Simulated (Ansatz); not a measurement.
Reaction (ligand exchange at the Si–S bond): `BCS[SiH2]F` + HCl → `F[SiH2]Cl` + `BCS`

Gas-phase electronic energies from Ansatz, PBE0-D4/def2-TZVP geometries. CCSD(T)/CBS adds triple-zeta CCSD(T) − MP2 to the extrapolated MP2 energy (def2 sets, frozen cores). This one scheme is used for every species. DFT in def2-TZVPP. HSE06 is defined as in plane-wave codes. One conformer a species, not always the lowest.

`BCS[SiH2]F`:

Cartesian coordinates in Å:
```
B -1.473 1.629 0.811
C -0.341 0.761 0.197
S -0.550 -1.036 0.421
Si 1.113 -1.740 -0.658
F 2.497 -1.391 0.068
H -2.362 1.163 1.459
H -1.423 2.811 0.632
H 0.594 1.093 0.668
H -0.228 1.007 -0.866
H 1.185 -1.085 -1.987
H 0.987 -3.212 -0.745
```

HCl:

Cartesian coordinates in Å:
```
Cl -0.480 0.405 -0.119
H 0.480 -0.405 0.119
```

`F[SiH2]Cl`:

Cartesian coordinates in Å:
```
F 1.187 -0.712 0.788
Si -0.045 0.027 0.109
Cl 0.150 -0.092 -1.914
H -0.010 1.447 0.508
H -1.282 -0.670 0.510
```

`BCS`:

```xyz
8

B    -0.932    0.283   -0.375
C     0.602    0.135   -0.227
S     1.276   -0.642    1.263
H    -1.703   -0.260    0.363
H    -1.354    0.931   -1.289
H     1.085    1.110   -0.358
H     0.909   -0.441   -1.116
H     0.116   -1.117    1.741
```

CCSD(T)/CBS gives -0.36 eV.

Task: Another level gave -0.38 eV. Which?
A. SCS-MP2/def2-TZVPP
B. CAM-B3LYP/def2-TZVPP
C. revPBE-D4/def2-TZVPP
D. HSE06-D4/def2-TZVPP

Result: A. SCS-MP2/def2-TZVPP -0.38, HSE06-D4 -0.33, revPBE-D4 -0.28, CAM-B3LYP -0.43 eV.

Largest T1 diagnostic among the species: 0.011.

From BLYP to BHLYP (50 % exact exchange), in def2-TZVPP and without D4, ΔE moves by −0.04 eV. Leaving LDA and LC-ωPBE aside and taking each functional with its dispersion term where it has one, the values, not all of them listed here, spread over 0.12 eV, from B2PLYP to revPBE-D4. LDA lies +0.03 eV from PBE without D4. In def2-TZVPP, CCSD(T) changes the Hartree–Fock value by +0.15 eV (the triples alone add +0.03 eV) and MP2 by +0.15 eV.
